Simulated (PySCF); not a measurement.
# Dipole response of S+ (sulfur, charge +1)

[Ne] 3s2 3p3, high-spin 4S determinant. All numbers are calculated (PySCF 2.14, the spin-free X2C one-electron Hamiltonian (Gaussian nucleus), in ANO-RCC-VTZP (5s4p2d1f, 34 functions)). Coupled (time-dependent) response in atomic units; α is the mean over directions. The basis has no added diffuse functions, which lowers α and C₆.

```
 method  mean α (bohr³)  C₆ (like pair)  S(−4)
    UHF           10.62           52.32  30.97
    PBE           10.66           52.88  29.49
   PBE0           10.57           52.20  29.15
wB97M-V           10.75           53.19  30.30
   MN15           10.56           50.32  32.18
```

S(−4) is the Cauchy moment in α(ω) = α(0) + S(−4) ω² + …

α(iu) at PBE:

```
u (hartree)  α(iu) (bohr³)
          0          10.66
     0.0500          10.58
      0.100          10.37
      0.200          9.608
      0.300          8.577
      0.500          6.424
      0.750          4.345
       1.00          3.008
       1.50          1.620
       2.00         0.9961
       3.00         0.4853
       5.00         0.1930
```

A single London oscillator, α(iu) = α/(1 + u²/ω²), gives C₆ = (3/4) ω α². Matching the computed C₆ needs ω = 4 × 52.88 / (3 × 10.66²) = 0.620 hartree.

For an ion, C₆ is the dispersion term alone; charge-induced terms of lower order in 1/R come first.
